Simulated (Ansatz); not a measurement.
Basis sets compared for the cluster Ge6Te6. Total charge 0; singlet. Geometry PBE-D4/def2-SVP. Ansatz on 2 threads of AMD EPYC 7R13 on a shared host and a share (18 GiB) of an NVIDIA H100 80GB HBM3; times are rough, and most runs start from earlier orbitals.

```xyz
12

Ge   -1.320    2.366    1.730
Ge    0.935   -2.141   -2.553
Ge    2.975    1.270    0.662
Ge   -0.438   -0.024    1.497
Ge   -1.302    0.989   -2.381
Ge    0.952   -2.509    0.333
Te   -2.882    1.610   -0.322
Te   -1.619   -1.752   -2.684
Te    2.041   -0.825    2.349
Te    1.192    3.212    1.068
Te   -1.541   -2.354    1.321
Te    1.008    0.158   -1.019
```

In the def2 sets Te takes a core potential; there is no spin–orbit coupling. Single mean-field runs in def2-TZVP are fitted with def2-universal-jkfit. Another isomer (singlet) lies 0.74 eV lower at PBE0-D4/def2-TZVP; other spin states weren't run for this one.

Binding counts from free atoms (Ge triplet, Te triplet) in the same basis, without a counterpoise term.

| level | functions | energy (Eh) | HOMO (eV) | LUMO (eV) | binding per atom (eV) | wall time |
| --- | --- | --- | --- | --- | --- | --- |
| PBE-D4/def2-SVP | 348 | -14067.1585 | -4.98 | -4.05 | 3.02 | 4.4 s |
| PBE0-D4/def2-SVP | 348 | -14067.5301 | -5.78 | -3.70 | 2.82 | 7.5 s |

(1) Estimate the rows for PBE-D4/def2-TZVP (with forces), PBE0-D4/def2-TZVP.

Answers

(1) 
| level | functions | energy (Eh) | HOMO (eV) | LUMO (eV) | binding per atom (eV) | wall time |
| --- | --- | --- | --- | --- | --- | --- |
| PBE-D4/def2-TZVP (with forces) | 588 | -14068.7872 | -5.00 | -4.03 | 3.03 | 7.5 s |
| PBE0-D4/def2-TZVP | 588 | -14069.1559 | -5.76 | -3.63 | 2.85 | 6 s |
